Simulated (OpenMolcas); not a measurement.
# Cr4+ in a point-charge field

Cr4+ among 4 point charges of -2 e arranged as a tetrahedron (Td), 1.83 Å from the ion.
```
   1.0566    1.0566    1.0566  -2.00
   1.0566   -1.0566   -1.0566  -2.00
  -1.0566    1.0566   -1.0566  -2.00
  -1.0566   -1.0566    1.0566  -2.00
```

* Program: OpenMolcas
* Method: SS-CASPT2, IPEA 0.25 Eh, imaginary shift 0.1 Eh (closed shells correlated: 3s 3p)
* Basis: ANO-RCC-VDZP [5s4p2d1f]
* Scalar Hamiltonian: DKH2, point nucleus
* Active space: 2 electrons in 5 orbitals (3d)
* State averaging: 2S+1 = 3 even, 10 roots; 2S+1 = 1 even, 15 roots
* Spin-orbit coupling: state interaction with AMFI integrals over the reference wave functions

The lowest spin-free states (labels of Td), above the lowest:

| State | Degeneracy | E (cm-1) | Free-ion L (%) |
| --- | --- | --- | --- |
| 3A2 | 1 | 0 | F (100) |
| 3T2 | 3 | 1230 | F (100) |
| 3T1 | 3 | 2920 | F (100) |
| 1E | 2 | 13870 | D (96) |
| 1T2 | 3 | 15210 | D (99) |
| 3T1 | 3 | 17990 | P (100) |
| 1A1 | 1 | 23340 | G (100) |
| 1T1 | 3 | 24560 | G (100) |
| 1E | 2 | 24960 | G (96) |
| 1T2 | 3 | 25610 | G (99) |
| 1A1 | 1 | 54730 | S (100) |

The lowest levels with spin-orbit coupling:

```csv
E (cm-1),Degeneracy,Label,2S+1
0,3,T2,3
1250,1,A2,3
1280,2,E,3
1430,3,T2,3
1450,3,T1,3
2920,3,T2,3
3050,2,E,3
3410,3,T1,3
3610,1,A1,3
14040,2,E,1
15330,3,T2,1
17820,1,A1,3
18010,3,T1,3
18390,2,E,3
18420,3,T2,3
23530,1,A1,1
24750,3,T1,1
25150,2,E,1
25800,3,T2,1
54930,1,A1,1
```

Powder χT (cm3 K/mol): 0.227 at 2 K, 0.238 at 10 K, 0.29 at 50 K, 0.355 at 100 K, 0.486 at 200 K, 0.618 at 300 K. The effective moment at 300 K is 2.828 √(χT) = 2.22 μB.

The lowest level has 2S+1 = 3, for which the spin-only value is χT = S(S+1) / 2 = 1.000 cm3 K/mol (g = 2). The computed 0.618 at 300 K differs by -0.382, through orbital momentum, spin-orbit coupling and any other state in reach.

Roots that are degenerate in the reference are averaged as groups; the widest CASPT2 spread within a group is 350 cm-1 (the 3-fold group of multiplicity 3 near 1230 cm-1 above the lowest state of its run). Shifts and gaps below about the spread of the groups concerned are not significant. The ground term spreads over less than 5000 cm-1, several times less than with real ligands, so orbital moments are less quenched and χT lies further from the spin-only value than at real sites. Free-ion shares, where given, are those of the reference states; single-state CASPT2 does not remix them. Point charges carry no covalency, so the field is a model and not that of real ligands. No measured value stands beside these numbers.
